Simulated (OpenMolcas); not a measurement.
Cu5+: the spin-orbit constant, Racah parameters, worked from levels

- Program: OpenMolcas
- Basis: ANO-RCC-VTZP [6s5p3d2f1g]
- Scalar Hamiltonian: DKH2, point nucleus
- Active space: 6 electrons in 5 orbitals (3d)
- State averaging: 2S+1 = 5 even, 5 roots; 2S+1 = 3 even, 45 roots kept (CI in the orbitals of an earlier block); 2S+1 = 1 even, 50 roots kept (CI in the orbitals of an earlier block)
- Spin-orbit coupling: RASSI with atomic mean-field integrals over the reference wave functions, term energies averaged over their components

Methods: CASSCF; MS-CASPT2, IPEA 0.25 Eh, imaginary shift 0.1 Eh (closed shells correlated: 3s 3p). Measured levels: Sugar and Musgrove, J. Phys. Chem. Ref. Data 19, 527 (1990).

**The spin-orbit constant.** For the Hund term 5D of d6, E(J) = (A/2) J(J+1) + constant and ζ = -2S·A = -4A. From J = 0 to J = 4 the energy changes by 10 A.

```tsv
Source	E(4) - E(0)	A	ζ
CASSCF	-2657.3	-265.7	1063
MS-CASPT2	-2641.4	-264.1	1057
measured	-2733.4	-273.3	1093
```

All in cm-1. MS-CASPT2 is off by -3.4 % and CASSCF by -2.8 %. Both methods take the spin-orbit matrix elements from the reference wave functions, so the second can move ζ only through the term energies and any multistate remixing. Second-order mixing with other terms is absorbed into this ζ.

**Racah parameters.** Above 5D, d6 has 3G at 9B + 4C, 3H at 4B + 4C and 3D at 16B + 4C. The first two fix B and C, and the third tests them; where it misses by thousands of cm-1, two parameters do not describe the configuration (Trees and configuration-interaction terms are left out) and B and C hang on the terms chosen. Term energies are centres of gravity, weighted by 2J + 1.

| Source | 3G | 3H | B | C | C/B | 3D from B, C | 3D found |
| --- | --- | --- | --- | --- | --- | --- | --- |
| CASSCF | 41026 | 32032 | 1799 | 6209 | 3.45 | 53620 | 52421 |
| MS-CASPT2 | 37899 | 30597 | 1460 | 6189 | 4.24 | 48116 | 46674 |
| measured | 36998 | 29712 | 1457 | 5971 | 4.10 | 47196 | 45790 |

Energies in cm-1. From CASSCF to MS-CASPT2, B changes by -18.8 % and C by -0.3 %. Against the measured terms, MS-CASPT2 has B off by +0.2 % and C by +3.7 %.

CASPT2 breaks the degeneracy within a term, and the mean is taken; among the terms shown or strongly mixed into the levels shown the widest spread is 250 cm-1 (3d6 3H, MS-CASPT2). Terms from blocks run as CI alone lack orbitals of their own. Without dynamic correlation excited terms often stand tens of per cent too high (terms of higher spin than the ground term too low), and those without a measured partner can miss by more than the paired ones (holds for CASSCF). Measured partners are found by configuration, term and J. A level has none where our copy of the source lacks it or the pairing is in doubt (some pairs that miss far off the trend of their configuration count as doubtful), and it then counts in no deviation. Only configurations of the active space appear.
